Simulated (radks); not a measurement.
Results of a calculation; reference values are marked as such.
All-electron atom: the manganese ion Mn3+ in [Ar] 3d4. Code: a radial shooting solver on a logarithmic mesh with Libxc functionals. Model: Dirac Kohn-Sham, LDA (Slater exchange, Perdew-Wang correlation), spin-unpolarised, spherical densities, finite nucleus; open shells fill j = l - 1/2 first; Fermi nuclear charge, rms radius 3.7057 fm. Some entries of the table are withheld. Estimate them.

orbital  occ.  eigenvalue (eV)  r(max) (bohr)  <1/r> (bohr^-1)
1s1/2       2        -6450.095        0.03994            24.88
2s1/2       2        -779.0436         0.2330            5.310
2p1/2       2        -673.5483            (1)            5.261
2p3/2       4        -663.1464            (2)            5.174
3s1/2       2              (3)         0.7345              (4)
3p1/2       2         -91.0633            (5)            1.559
3p3/2       4         -89.7457            (6)            1.540
3d3/2       4         -41.5323         0.7349            1.243
3d5/2       0         -41.3899         0.7372            1.239

Answer. 
(1) 2p1/2 r(max) (bohr): 0.1867
(2) 2p3/2 r(max) (bohr): 0.1891
(3) 3s1/2 eigenvalue (eV): -121.3362
(4) 3s1/2 <1/r> (bohr^-1): 1.678
(5) 3p1/2 r(max) (bohr): 0.7431
(6) 3p3/2 r(max) (bohr): 0.7501
